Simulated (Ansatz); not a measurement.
The same path of F4H3OSTa (10 atoms, charge 0, multiplicity 1) was run twice with different band settings. Lost on the way: S8–H10. Made: F2–H10.

Level of theory: RKS B3LYP/def2-SVP in Ansatz.

Relaxed end points:

```xyz
10
Properties=species:S:1:pos:R:3
Ta -0.037 -0.137 0.089
F 1.778 -0.712 0.185
O -0.294 -0.632 1.895
H -0.324 -0.764 2.844
F 0.470 0.742 -1.520
F -1.448 1.128 0.213
F -0.875 -1.589 -0.730
S 1.325 2.253 1.060
H 1.208 2.079 2.397
H 2.568 1.717 1.027
```

```xyz
10
Properties=species:S:1:pos:R:3
Ta -0.173 0.284 0.205
F 2.071 -0.404 0.308
O -0.336 -0.345 1.971
H -0.191 -0.657 2.867
F 0.423 1.037 -1.429
F -1.906 0.944 0.048
F -0.200 -1.429 -0.575
S 1.242 2.201 1.068
H 1.106 1.966 2.394
H 2.336 0.486 0.603
```

Common settings: climbing image yes; spring 5.0 eV/Å²; optimiser quadratic models (default); start path through a guess of the saddle point; force threshold 0.05 eV/Å; iteration limit 60; end points relaxed.

| run | movable images |
| --- | --- |
| 1 | 7 |
| 2 | 2 |

Task: What does each run give, and how far can it be trusted?

Result: Run 1: converged after 26 iterations, highest image 0.904 eV above the first end. A vibrational analysis at the climbing image gives one clearly imaginary mode, 572i cm⁻¹: a first-order saddle point.
Run 2: converged after 22 iterations, highest image 0.904 eV above the first end. Another band between the same ends (7 images) ends at a top of the same energy, where a vibrational analysis finds 1 clearly imaginary mode. So few images can step over the top or miss a turn of the path.
The orbitals stay closed-shell, which can raise the energy where a bond breaks towards radicals; this wasn't checked here.
